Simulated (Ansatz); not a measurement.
Species: sum formula H5SiN2O2 (charge 0, doublet). It need not be the lowest isomer of its formula. SMILES: [NH][Si](N)(O)O
Geometry from a B3LYP-D3(BJ)/def2-TZVP (Ansatz, a quantum-chemistry and plane-wave program) optimisation:
```xyz
10

N     -0.8426     0.3861     1.4885
Si    -0.0151    -0.0103     0.0120
N      1.6054    -0.1575     0.4894
O     -0.3990    -1.3878    -0.7948
O     -0.3993     1.1896    -1.0538
H     -1.6816    -0.1501     1.7093
H      2.2540    -0.7818     0.0418
H      1.9556     0.2468     1.3403
H     -0.9683    -1.2813    -1.5615
H     -0.3014     2.0970    -0.7544
```
Charge 0, spin multiplicity 2.

Atomisation energy built up term by term with Ansatz (kcal/mol; UHF references for open shells; valence terms freeze the core; atomic spin-orbit terms are left out). CBS(X,Y): correlation extrapolated as X^-3; Hartree-Fock from the larger set.

```json
[
 {"term": "Hartree-Fock", "basis": "cc-pV(Q+d)Z", "kcal/mol": "599.82"},
 {"term": "CCSD correlation", "basis": "CBS(cc-pV(T+d)Z,cc-pV(Q+d)Z)", "kcal/mol": "275.06"},
 {"term": "(T)", "basis": "CBS(cc-pV(T+d)Z,cc-pV(Q+d)Z)", "kcal/mol": "17.15"},
 {"term": "core correlation", "basis": "cc-pwCVTZ", "kcal/mol": "2.11"},
 {"term": "scalar relativity (X2C)", "basis": "cc-pVTZ-DK against cc-pVTZ", "kcal/mol": "-1.94"},
 {"term": "sum: De", "basis": "", "kcal/mol": "892.2"}
]
```

(T) makes 1.9 % of the CCSD(T) atomisation energy; under 5 % is typical of single-reference molecules.
